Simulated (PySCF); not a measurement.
NMR data sheet: C₇H₁₃NOSi

```
Formula                               : C7H13NOSi
SMILES                                : C=C[C@H](O[SiH2]C#N)C(C)C
Point group of the computed structure : C1
Degrees of unsaturation               : 3
Carbon signals                        : 7
Proton signals                        : 9
```

Atoms are numbered as in `[CH2:1]=[CH:2][C@H:3]([O:4][SiH2:5][C:6]#[N:7])[CH:8]([CH3:9])[CH3:10]`. Hydrogens are named by the atom that carries them. Ha(C1) is cis to C3; Ha(Si5) is pro-R; Hb(Si5) is pro-S; Hb(C1) is trans to C3.

Relativity neglected, rapidly exchanging positions averaged, no solvent, one computed conformer. NMR shieldings at PBE0/pcSseg-1/GIAO; coordinates at the GFN2-xTB level; PySCF.

Referencing at the same level of theory: TMS for ¹H (31.72 ppm) and ¹³C (186.93 ppm) and ²⁹Si (349.16 ppm); ¹⁵N (267.73 ppm) vs NH3; H2O for ¹⁷O (336.08 ppm).

| carbon | δC, type | δH (multiplicity) | HMBC from (2–3 bonds) | span of the C tensor (ppm) |
| --- | --- | --- | --- | --- |
| C1 | 128.2, CH2 | Hb(C1) 5.72 (m); Ha(C1) 5.72 (m) | H(C2), H(C3) | 217 |
| C2 | 147.2, CH | 6.09 (m) | Hb(C1), Ha(C1), H(C3), H(C8) | 227 |
| C3 | 88.7, CH | 3.30 (m) | H(C2), Hb(C1), Ha(C1), Ha(Si5), Hb(Si5), H(C8), H(C10), H(C9) | 35 |
| C6 | 125.0, C | – | Ha(Si5), Hb(Si5) | 340 |
| C8 | 38.5, CH | 1.58 (m) | H(C2), H(C3), H(C10), H(C9) | 23 |
| C9 | 20.9, CH3 | 0.87 (d) | H(C3), H(C8), H(C10) | 30 |
| C10 | 21.5, CH3 | 1.10 (d) | H(C3), H(C8), H(C9) | 37 |

Other nuclei:
| atoms | nucleus | environment | δ (ppm) | σ (ppm) |
| --- | --- | --- | --- | --- |
| Ha(Si5) | ¹H | hydrogen on a silicon bonded to C, O | 4.99 | 26.73 |
| Hb(Si5) | ¹H | hydrogen on a silicon bonded to C, O | 4.83 | 26.88 |
| Si5 | ²⁹Si | silicon bonded to C, O, 2 H | -62.5 | 411.7 |
| N7 | ¹⁵N | nitrile nitrogen | 362.2 | -94.5 |
| O4 | ¹⁷O | oxygen bonded to C, Si | 53.0 | 283.1 |

Carbon types of the structure: 1 × C, 3 × CH, 1 × CH2, 2 × CH3, leaving 2 H on heteroatoms. δC 147.2: alkene CH; as expected for a trigonal carbon in a double bond. δC 128.2: terminal =CH2 carbon; an sp2 carbon of a C=C bond. δC 125.0: nitrile carbon; C≡N carbons fall here, among the sp2 signals but without a proton. δC 88.7: allylic sp3 CH bonded to O; pulled downfield by the heteroatom. δC 38.5: sp3 CH; a saturated carbon with 3 carbon neighbours and no heteroatom attached.

Shifts are as computed. Against solution values, carbons near 30 ppm lie about +3 ppm off and those near 130 ppm about +5 ppm. Of 1211 compounds with measured shifts, 218 miss one by over three times the rms of a fit or turn the order of signals round; such compounds aren't used in these exercises. Experimental scales use liquid or dissolved standards, which lie at an offset from isolated NH3 (liquid NH3: subtract about 20 ppm) and H2O (liquid H2O: subtract about 36 ppm). Unscaled 15N shifts of sp2 nitrogen come out 20 to 40 ppm too high even then. Multiplicities follow the n + 1 count of equivalent neighbours, as no J values were calculated; m marks all less simple cases, F and P coupling included.
